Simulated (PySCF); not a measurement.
B(F)(OH)(NMe2) (C2H7BFNO), SMILES CN(C)B(O)F.

The structure is a stationary point at PBE0-D3(BJ)/def2-SVP. This is a generated structure with no PubChem entry under its InChIKey; it may be hypothetical. One conformer was computed; it need not be the lowest.

These are HF/def2-TZVP (PySCF) values and carry that method's errors.

Symmetry labels are those of the subgroup Cs that the program uses (full group Cs).

Computed valence orbital energies around the gap with their symmetry:
| orbital | symmetry | energy (eV) |
|---|---|---|
| HOMO−7 | A" | -17.15 |
| HOMO−6 | A' | -16.46 |
| HOMO−5 | A' | -15.54 |
| HOMO−4 | A" | -15.03 |
| HOMO−3 | A" | -14.60 |
| HOMO−2 | A' | -14.47 |
| HOMO−1 | A' | -14.29 |
| HOMO | A" | -10.33 |
| LUMO | A' | 3.06 |
| LUMO+1 | A' | 4.21 |
| LUMO+2 | A' | 4.53 |
| LUMO+3 | A" | 4.59 |
